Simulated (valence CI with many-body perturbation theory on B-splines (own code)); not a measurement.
# Forbidden lines of Re XXXVI

Calculated by valence CI with perturbative core correlation (CI+MBPT): four valence electrons over a frozen Dirac-Fock core [Kr], a basis of 7 s, 7 p, 8 d, 6 f, 4 g, 1 h functions for each j, with the one-electron correlation potential Σ1 (screened to all orders), the two-electron term Σ2, the three-electron term Σ3, Breit, model QED; selected single and double excitations, second order for the rest, scaled by the run's own slope (own B-spline code, finite nucleus).

The last digits are not significant, and no measured levels were compared; by estimate large intervals hold to a few tenths of a per cent, small ones and those within an open d or f shell to about a per cent. The list stops below the first excitations out of the core.

Lines 51 to 100 of 120 in falling wavelength, among levels below 1035200 cm⁻¹, chosen from the decays that carry over 1 % of a level's rate. Wavelengths and rates use the calculated energies. Electric multipoles are in the length gauge, E1 and E2 with the static RPA response of the core. Weak lines are less certain than strong ones. Lines between different terms over intervals too small for the method are left out, as are lines whose strength nearly cancels. The highest levels of a list are the least certain. Branching is blank where the lifetime is uncertain.

Levels are named by their leading jj configuration (3d3/2^4 stands for four electrons in 3d with j = 3/2), which in mixed levels can hold well under half, so a name can repeat and another be missing. Letters in brackets count levels of one name in rising energy.

```
λ vac (nm)                      Upper                      Lower  Type   A (s⁻¹)  Branch %
     63.65  (4d3/2^2 4d5/2^2) J=4 [b]        (4d3/2^3 4d5/2) J=3    M1  1.17e+04      91.8
     63.62    (4d3/2 4d5/2^3) J=2 [a]  (4d3/2^2 4d5/2^2) J=2 [b]    M1  2.97e+04      23.0
     63.37    (4d3/2 4d5/2^3) J=3 [a]  (4d3/2^2 4d5/2^2) J=3 [a]    M1  5.55e+04      36.4
     62.52    (4d3/2 4d5/2^3) J=4 [a]  (4d3/2^2 4d5/2^2) J=4 [a]    M1  9.31e+04      70.1
     62.21  (4d3/2^2 4d5/2^2) J=2 [b]        (4d3/2^3 4d5/2) J=3    M1  2.50e+02       1.4
     62.21    (4d3/2 4d5/2^3) J=4 [b]  (4d3/2^2 4d5/2^2) J=4 [c]    M1  2.58e+04      25.4
     62.02  (4d3/2^2 4d5/2^2) J=2 [a]        (4d3/2^3 4d5/2) J=1    M1  8.36e+04      81.9
     61.88        (4d3/2 4d5/2^3) J=5      (4d3/2^2 4d5/2^2) J=5    M1  2.08e+04      28.2
     61.60    (4d3/2 4d5/2^3) J=2 [a]  (4d3/2^2 4d5/2^2) J=3 [b]    M1  3.71e+04      28.8
     61.13    (4d3/2 4d5/2^3) J=3 [b]  (4d3/2^2 4d5/2^2) J=2 [b]    M1  1.65e+04      17.6
     61.04              (4d5/2^4) J=4        (4d3/2 4d5/2^3) J=5    M1  2.57e+04      12.3
     60.44              (4d5/2^4) J=2    (4d3/2 4d5/2^3) J=3 [b]    M1  1.69e+04       7.9
     60.28        (4d3/2 4d5/2^3) J=6      (4d3/2^2 4d5/2^2) J=5    M1  3.52e+04      54.8
     59.80  (4d3/2^2 4d5/2^2) J=3 [b]        (4d3/2^3 4d5/2) J=2    M1  1.56e+03          
     59.79    (4d3/2 4d5/2^3) J=3 [b]  (4d3/2^2 4d5/2^2) J=4 [b]    M1  1.22e+04      13.0
     59.77    (4d3/2 4d5/2^3) J=3 [a]  (4d3/2^2 4d5/2^2) J=2 [a]    M1  8.49e+04      55.7
     59.71    (4d3/2 4d5/2^3) J=1 [b]  (4d3/2^2 4d5/2^2) J=2 [c]    M1  3.30e+04      28.4
     59.58    (4d3/2 4d5/2^3) J=3 [c]  (4d3/2^2 4d5/2^2) J=2 [c]    M1  2.31e+04      30.0
     59.25    (4d3/2 4d5/2^3) J=3 [b]  (4d3/2^2 4d5/2^2) J=3 [b]    M1  3.54e+04      37.7
     58.97  (4d3/2^2 4d5/2^2) J=3 [b]        (4d3/2^3 4d5/2) J=4    M1  3.29e+04          
     58.79        (4d3/2^3 4d5/2) J=2              (4d3/2^4) J=0    E2  3.22e+01       2.0
     58.45  (4d3/2^2 4d5/2^2) J=4 [b]        (4d3/2^3 4d5/2) J=4    M1  4.17e+02       3.3
     58.18              (4d5/2^4) J=2    (4d3/2 4d5/2^3) J=2 [a]    M1  5.41e+04      25.2
     58.01  (4d3/2^2 4d5/2^2) J=2 [b]        (4d3/2^3 4d5/2) J=2    M1  1.32e+04      72.7
     56.83    (4d3/2 4d5/2^3) J=2 [a]      (4d3/2^2 4d5/2^2) J=1    M1  1.77e+04      13.7
     55.13        (4d3/2 4d5/2^3) J=5  (4d3/2^2 4d5/2^2) J=4 [a]    M1  1.20e+04      16.3
     54.74    (4d3/2 4d5/2^3) J=1 [a]  (4d3/2^2 4d5/2^2) J=2 [a]    M1  7.66e+04      38.9
     54.58              (4d5/2^4) J=4    (4d3/2 4d5/2^3) J=3 [a]    M1  6.60e+04      31.7
     54.51    (4d3/2 4d5/2^3) J=2 [b]  (4d3/2^2 4d5/2^2) J=2 [c]    M1  3.48e+04      40.5
     53.98              (4d5/2^4) J=4    (4d3/2 4d5/2^3) J=4 [a]    M1  1.01e+05      48.4
     53.30    (4d3/2 4d5/2^3) J=1 [a]  (4d3/2^2 4d5/2^2) J=0 [a]    M1  7.27e+04      37.0
     50.07  (4d3/2^2 4d5/2^2) J=2 [c]        (4d3/2^3 4d5/2) J=3    M1  6.80e+04      74.8
     49.86              (4d5/2^4) J=2    (4d3/2 4d5/2^3) J=1 [a]    M1  7.69e+04      35.8
     49.54    (4d3/2 4d5/2^3) J=2 [a]  (4d3/2^2 4d5/2^2) J=3 [a]    M1  3.58e+04      27.7
     48.43    (4d3/2 4d5/2^3) J=1 [b]  (4d3/2^2 4d5/2^2) J=2 [b]    M1  2.58e+03       2.2
     48.01    (4d3/2 4d5/2^3) J=3 [b]  (4d3/2^2 4d5/2^2) J=3 [a]    M1  1.07e+04      11.4
     47.53        (4d3/2 4d5/2^3) J=0      (4d3/2^2 4d5/2^2) J=1    M1  5.66e+04      87.9
     47.51    (4d3/2 4d5/2^3) J=3 [c]  (4d3/2^2 4d5/2^2) J=4 [b]    M1  3.74e+03       4.8
     47.31  (4d3/2^2 4d5/2^2) J=2 [c]        (4d3/2^3 4d5/2) J=2    M1  2.09e+04      22.9
     47.07  (4d3/2^2 4d5/2^2) J=4 [c]        (4d3/2^3 4d5/2) J=3    M1  2.24e+04      80.3
     47.07    (4d3/2 4d5/2^3) J=3 [b]  (4d3/2^2 4d5/2^2) J=4 [a]    M1  1.26e+04      13.4
     46.42  (4d3/2^2 4d5/2^2) J=2 [b]        (4d3/2^3 4d5/2) J=1    M1  3.65e+03      20.1
     46.31              (4d5/2^4) J=2    (4d3/2 4d5/2^3) J=3 [a]    M1  5.49e+04      25.5
     45.95    (4d3/2 4d5/2^3) J=4 [b]  (4d3/2^2 4d5/2^2) J=3 [b]    M1  2.64e+04      26.1
     45.92    (4d3/2 4d5/2^3) J=3 [b]  (4d3/2^2 4d5/2^2) J=2 [a]    M1  2.34e+03       2.5
     44.96    (4d3/2 4d5/2^3) J=2 [b]  (4d3/2^2 4d5/2^2) J=2 [b]    M1  2.84e+03       3.3
     44.39    (4d3/2 4d5/2^3) J=1 [b]      (4d3/2^2 4d5/2^2) J=1    M1  1.70e+04      14.6
     43.93    (4d3/2 4d5/2^3) J=2 [b]  (4d3/2^2 4d5/2^2) J=3 [b]    M1  9.05e+03      10.5
     41.46    (4d3/2 4d5/2^3) J=2 [b]      (4d3/2^2 4d5/2^2) J=1    M1  1.67e+04      19.5
     41.40    (4d3/2 4d5/2^3) J=4 [b]      (4d3/2^2 4d5/2^2) J=5    M1  3.56e+04      35.1
```
